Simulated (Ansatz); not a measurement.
Species: C₄H₃N, SMILES `C1C(=C=N)C=1` (charge 0, multiplicity 1), formula C$_{4}$H$_{3}$N.

Problem. How many basis functions does frozen-core CCSD(T)/cc-pVTZ // B3LYP-D3(BJ)/def2-TZVP (Ansatz, a program for electronic structure) use, how many core orbitals are frozen, and how many electrons are correlated?

Solution. 192 basis functions and 5 frozen orbitals, which leaves 24 correlated electrons. Core time is of the order of minutes.
